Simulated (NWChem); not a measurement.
## Correlation energy of Al2

```xyz
2

Al     0.0000     0.0000     1.2411
Al     0.0000     0.0000    -1.2411
```
Charge 0, spin multiplicity 3.

The numbers come from NWChem runs, not from measurements. All single points use one geometry, from UPBE0/def2-SVP, a minimum by its harmonic frequencies.

Basis set: def2-TZVP. Each correlation energy counts from its own Hartree-Fock reference.

```
method           correlation energy (mHa)
---------------  ------------------------
SCS-UMP2                           -101.5
CCSD[T] on ROHF                    -140.8
UMP2                               -101.1
CCSD[T] on UHF                     -135.4
CCSD on ROHF                       -130.0
CCSD on UHF                        -125.8
CCSD(T) on UHF                     -135.1
CCSD(T) on ROHF                    -140.5
```

The values span 39.7 mHa, from CCSD[T] on ROHF (lowest) to UMP2 (highest). 

The correlated methods keep 10 core orbitals frozen. This spin state was chosen for the runs; another may lie lower. The structure started from a generated list of species. The unpaired electrons of the parent sit in orbitals of symmetry b2u and b3u (D2h labels of the run); other states weren't searched. The stability of the SCF solutions was not checked. Open-shell Hartree-Fock references start from PBE0 orbitals. No row is a measurement; the coupled-cluster row has its own basis-set and correlation limits.
